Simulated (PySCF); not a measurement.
Order these species by their calculated properties.

Each SMILES stands for a single optimised conformer of the isolated species, non-relativistic unless stated. Electronic properties by PySCF.

The conformers computed, where there is a choice (atom-mapped SMILES and torsion angles):
- `[BH3-:1][N+:2]#[C:3][CH2:4][CH2:5][F:6]`: C3–C4–C5–F6 180°
- `[H]/[N:1]=[CH:2]/[SiH2:3][AsH2:4]`: N1–C2–Si3–As4 -10°, H–As4–Si3–C2 38°, H–As4–Si3–C2 -54°
- `[CH3:1][N:2]([CH3:3])[Ge@@H:4]([CH3:5])[O:6][SiH3:7]`: C1–N2–Ge4–C5 163°, N2–Ge4–O6–Si7 -18°
- `[CH2:1]=[CH:2][CH2:3]/[C:4](=[CH:5]\[Cl:6])[CH2:7][CH3:8]`: C1–C2–C3–C4 113°, C2–C3–C4–C5 100°, C3–C4–C7–C8 -71°
- `[CH3:1][O:2][C:3](=[O:4])[C:5]#[C:6][CH:7]([Cl:8])[Cl:9]`: C1–O2–C3–O4 0°

The conformers of `CN[Si@@H]1CC[C@H](F)[SiH2]1` and `C[C@@H]1[C@@H]2C[C@H]1[C@H](Cl)C2` aren't listed.

**Question.** Rank by lowest singlet excitation, highest first (TDDFT PBE0/def2-SVPD at PBE0-D3(BJ)/def2-SVP geometries).
A. `C[C@@H]1[C@@H]2C[C@H]1[C@H](Cl)C2`
B. `[BH3-][N+]#CCCF`
C. `N([Si@H]1[SiH2][C@H](CC1)F)C`
D. `[H]/N=C/[SiH2][AsH2]`
E. `[CH3][Mg][SiH3]`
F. `FC#CF`
G. `C[N](C)[Ge@@H]([CH3])[O][SiH3]`

**Answer.** A (7.22 eV), F (7.07 eV), G (5.61 eV), B (5.50 eV), C (5.08 eV), E (4.59 eV), D (4.49 eV).

**Question.** Rank by static isotropic polarisability, lowest first (PBE0/def2-SVPD at PBE0-D3(BJ)/def2-SVP geometries).
A. `C=CC/C(=C\Cl)CC`
B. `FC#CF`
C. `C[N](C)[Ge@@H]([CH3])[O][SiH3]`
D. `[GeH3][GeH]([GeH3])[GeH3]`
E. `[CH3][Mg][SiH3]`
F. `C[C@@H]1[C@@H]2C[C@H]1[C@H](Cl)C2`

**Answer.** B (23.5 au), E (80.6 au), F (91.1 au), A (102.0 au), C (104.7 au), D (140.6 au).

**Question.** Rank by HOMO–LUMO gap, lowest first (PBE0/def2-SVPD at PBE0-D3(BJ)/def2-SVP geometries).
A. `[CH3][Mg][SiH3]`
B. `[H]/N=C/[SiH2][AsH2]`
C. `C(OC)(C#CC(Cl)Cl)=O`
D. `C[N](C)[Ge@@H]([CH3])[O][SiH3]`
E. `[BH3-][N+]#CCCF`

**Answer.** A (5.77 eV), B (6.28 eV), C (6.51 eV), D (6.64 eV), E (6.94 eV).

**Question.** Rank by dipole moment, lowest first (PBE0/def2-SVPD at PBE0-D3(BJ)/def2-SVP geometries).
A. `[CH3][Mg][SiH3]`
B. `C=CC/C(=C\Cl)CC`
C. `[SiH2]([AsH2])/C=N/[H]`
D. `[BH3-][N+]#CCCF`

**Answer.** A (1.05 D), B (1.87 D), C (2.03 D), D (5.42 D).

**Question.** Rank by HOMO energy, lowest first (PBE0/def2-SVPD at PBE0-D3(BJ)/def2-SVP geometries).
A. `[BH3-][N+]#CCCF`
B. `FC#CF`
C. `CN[Si@@H]1CC[C@H](F)[SiH2]1`
D. `COC(=O)C#CC(Cl)Cl`

**Answer.** D (-8.59 eV), B (-8.30 eV), A (-7.81 eV), C (-6.36 eV).

**Question.** Rank by electronic spatial extent ⟨r²⟩ about the centre of nuclear charge, highest first (PBE0/def2-SVPD at PBE0-D3(BJ)/def2-SVP geometries).
A. `C[N](C)[Ge@@H]([CH3])[O][SiH3]`
B. `[H]/N=C/[SiH2][AsH2]`
C. `C=CC/C(=C\Cl)CC`
D. `FCCC#[N+][BH3-]`
E. `FC#CF`
F. `[GeH3][GeH]([GeH3])[GeH3]`
G. `[CH3][Mg][SiH3]`
H. `COC(=O)C#CC(Cl)Cl`

**Answer.** H (2594 bohr²), F (2368 bohr²), C (1515 bohr²), A (1449 bohr²), D (956 bohr²), B (793 bohr²), G (658 bohr²), E (288 bohr²).
